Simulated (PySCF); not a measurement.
silicon monoxide (OSi), singlet, geometry from GFN2-xTB. Base run: PBE/6-31G, polarisability in PySCF.

The PySCF input:
```python
from pyscf import gto, scf, dft
from pyscf.prop import polarizability

mol = gto.Mole()
mol.atom = '''
    Si   -0.000000   -0.000000   -0.548582
    O     0.000000    0.000000    0.960019
'''
mol.basis = '6-31g'
mol.charge = 0
mol.spin = 0
mol.verbose = 4
mol.build()

mf = dft.RKS(mol)
mf.xc = 'pbe'
mf.kernel()
alpha = mf.Polarizability().polarizability()[2, 2]
print('alpha_zz =', alpha)
```

Variants of this job, named by their change:

```
change                                         alpha_zz (bohr³)  basis functions
---------------------------------------------  ----------------  ---------------
base                                                      29.28               22
basis = STO-3G                                            13.04               14
finite field (a.u.) = 0.02; conv_tol = 1e-11              29.28               22
basis = def2-TZVPD                                          [?]              [?]
basis = 6-31G*                                            28.33               32
finite field (a.u.) = 0.05; conv_tol = 1e-11              29.25               22
basis = cc-pVDZ                                           27.20               32
basis = aug-cc-pVTZ                                       35.73               96
functional = lda,vwn                                      29.12               22
basis = def2-SVP                                          27.63               32
basis = cc-pVTZ                                             [?]              [?]
finite field (a.u.) = 0.005; conv_tol = 1e-11             29.28               22
```

**Question.** Fill in the missing entries.

**Answer.** 
- basis = def2-TZVPD, alpha_zz (bohr³): 35.65
- basis = def2-TZVPD, basis functions: 83
- basis = cc-pVTZ, alpha_zz (bohr³): 31.06
- basis = cc-pVTZ, basis functions: 64

Finite-field rows take the second difference of the energy in a field along z; a small field with loose convergence shows SCF noise divided by the square of the field, and a large one adds hyperpolarisability.
